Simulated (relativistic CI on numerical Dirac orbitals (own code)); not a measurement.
# Hyperfine structure of Re LV, mass number 187

Computed by Dirac-Coulomb-Breit CI, orbitals from a KLI potential per configuration, a model potential for QED, unscaled Slater integrals (own radial code, finite nucleus).

CI space (outside the closed core [Ne]): 3s²3p⁶3d³, 3s²3p⁵3d⁴, 3s3p⁶3d⁴, 3s²3p⁶3d²4s, 3s²3p⁶3d²4p, 3s²3p⁶3d²4d, 3s²3p⁵3d³4s, 3s²3p⁶3d²4f, 3s²3p⁵3d³4p, 3s3p⁶3d³4s, 3p⁶3d⁴4p, 3p⁶3d⁵, 3p⁵3d⁶, 3p⁵3d⁵4s, 3p⁶3d⁴4s, 3p⁵3d⁴4s², 3s²3p⁶3d4s², 3s²3p⁶4s²4p, 3s²3p⁶4s²4d. Double excitations out of closed p, d and f shells are left out; levels of such configurations are missing from the list, as are those of other unlisted configurations, and high levels can miss mixing partners. These lack a partner that the ground configuration has and come out too high: 3s²3p⁵3d³4p.

Nuclear spin I = 5/2, μ = 3.209 μN, Q = 1.94 b (tables of Stone and Pyykkö). The electronic factors are computed for point nuclear moments, without core polarisation or the Bohr-Weisskopf and QED corrections.

```json
{"Level": "3s²3p⁶3d³ ⁴F5/2", "E (cm⁻¹)": "562175", "A (MHz)": "84370", "B (MHz)": "-71500"}
{"Level": "3s²3p⁶3d³ ⁴P1/2", "E (cm⁻¹)": "662282", "A (MHz)": "-54770", "B (MHz)": ""}
{"Level": "3s²3p⁶3d³ ⁴F7/2", "E (cm⁻¹)": "1198840", "A (MHz)": "68660", "B (MHz)": "-17500"}
{"Level": "3s²3p⁶3d³ ⁴F9/2", "E (cm⁻¹)": "1237109", "A (MHz)": "72450", "B (MHz)": "44700"}
{"Level": "3s²3p⁶3d³ ²P1/2", "E (cm⁻¹)": "1309683", "A (MHz)": "-24180", "B (MHz)": ""}
{"Level": "3s²3p⁶3d³ ²H11/2", "E (cm⁻¹)": "1316422", "A (MHz)": "81160", "B (MHz)": "288000"}
```

Levels with J = 0, under 50 % of one LS term, or S terms without an open s electron are left out. Small factors come from cancelling terms and can be off by tens of per cent or more.

At this charge energies of transitions that change n are usually good to better than 1 %, and those within a shell (Δn = 0) to a few per cent.

Question: Give the hyperfine levels of 3s²3p⁶3d³ ⁴F5/2 relative to its centre of gravity.

Answer: With K = F(F + 1) − I(I + 1) − J(J + 1), E = AK/2 + B[¾K(K + 1) − I(I + 1)J(J + 1)]/[2I(2I − 1)J(2J − 1)]: F = 0: -788300, F = 1: -686700, F = 2: -490100, F = 3: -211300, F = 4: 130500, F = 5: 509400 MHz.

LS names give the leading component of a level, which can be under half, so a name can repeat, a term be missing and a line seem to break the LS rules.
